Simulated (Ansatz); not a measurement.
Calculated with Ansatz (gas phase, PBE0-D4/def2-TZVP geometries, no zero-point term in ΔE). CCSD(T)/CBS is the MP2 limit (def2-TZVPP, def2-QZVPP) plus CCSD(T) − MP2 in def2-TZVPP, frozen cores. This one scheme is used for every species. Functionals use def2-TZVPP. HSE06 is defined as in plane-wave codes. For Ge outer-core shells are correlated without core-valence functions, which leaves a few kJ/mol of doubt a bond. Scalar relativity is left out up to krypton. One conformer a species, not always the lowest.

`N#C[CH2][GeH2][F]` + H₂S → `[F][GeH2][SH]` + acetonitrile  (ligand exchange at a Ge–C bond)

(1) Is it downhill or uphill in electronic energy at CCSD(T)/CBS, and by how much? (Estimate.)

(2) What do these levels give: ωB97X-V, ωB97M-V, r2SCAN, r2SCAN0, HSE06, CAM-B3LYP? (Estimate.)

(3) What do rigid-rotor, harmonic-oscillator terms from PBE0-D4/def2-TZVP frequencies (298.15 K, 1 bar) make of the CCSD(T)/CBS value? (An estimate is asked.)

Largest T1 diagnostic among the species: 0.012.

Results:

(1) The calculation gave: Downhill: ΔE = -61.8 kJ/mol.

(2) Ansatz gave: ωB97X-V -64.8, ωB97M-V -64.8, r2SCAN -69.0, r2SCAN0 -69.0, HSE06 -69.0, CAM-B3LYP -65.7 kJ/mol.

(3) Ansatz gave: ΔZPE = +9.5 kJ/mol, ΔH = -54.3 kJ/mol, ΔS = -2 J/(mol·K), ΔG = -53.8 kJ/mol. Modes under 50 cm⁻¹ make the entropy rough.

In def2-TZVPP, CCSD(T) changes the Hartree–Fock value by +10.0 kJ/mol (the triples alone add −0.0 kJ/mol) and MP2 by +9.1 kJ/mol. Leaving LDA and LC-ωPBE aside and taking each functional with its dispersion term where it has one, the values, not all of them listed here, spread over 5.9 kJ/mol, from B97M-V to CAM-B3LYP-D4. LDA lies +4.3 kJ/mol from PBE without D4.
